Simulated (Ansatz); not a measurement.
`C#[C][SnH]([CH3])[F]` → `[CH3]`• + `C#[C][SnH][F]`• at 700 K and 1 bar (homolysis of the C–Sn bond).

Computed with Ansatz on PBE0-D4/def2-TZVP structures; ΔE is electronic, products minus reactants. CCSD(T)/CBS adds triple-zeta CCSD(T) − MP2 to the extrapolated MP2 energy (def2 sets, frozen cores). This one scheme is used for every species. No spin–orbit coupling; open shells (•) take unrestricted orbitals. def2 core potentials past Kr. For Sn outer-core shells are correlated without core-valence functions, which leaves a few kJ/mol of doubt a bond.

```csv
species,CCSD(T)/CBS energy (Eh),H − E (kJ/mol),S (J/(mol·K))
`C#[C][SnH]([CH3])[F]`,-430.95503,249.1,498.3
`[CH3]`•,-39.78218,106.9,232.5
`C#[C][SnH][F]`•,-391.04792,125.4,414.0
```

H − E and S are ideal-gas, rigid-rotor, harmonic terms from PBE0-D4/def2-TZVP, for one conformer and one mirror image of each species, with the whole ground term of open shells counted as degenerate. 1 Eh = 2625.50 kJ/mol, R = 8.31446 J/(mol·K).

Q: By hand: ΔE, ΔH, ΔS and ΔG.

A: ΔE = (-39.78218) + (-391.04792) − (-430.95503) = 0.12493 Eh = 328.0 kJ/mol. Δ(H − E) = 106.9 + 125.4 − 249.1 = -16.8, so ΔH = 311.2 kJ/mol. ΔS = 232.5 + 414.0 − 498.3 = 148.2 J/(mol·K). ΔG = 311.2 − 700 × (148.2)/1000 = 207.5 kJ/mol.

Q: By hand: the equilibrium constant, and the temperature at which ΔG would vanish if ΔH and ΔS stayed fixed.

A: log₁₀ K = −ΔG/(RT ln 10) = -15.5. ΔG = 0 at ΔH/ΔS = 2100 K.

The number of gas molecules changes by +1, which sets the sign of ΔS. A doubt of 5 kJ/mol in ΔE shifts log₁₀ K by 0.4 here. Other conformers and mirror images would add mixing entropy, several J/(mol·K) or more a flexible species. These are equilibria of isolated gas molecules and say nothing of rates. Largest T1 diagnostic: 0.018 (customary marks: 0.02 for closed shells, 0.045 for open ones).
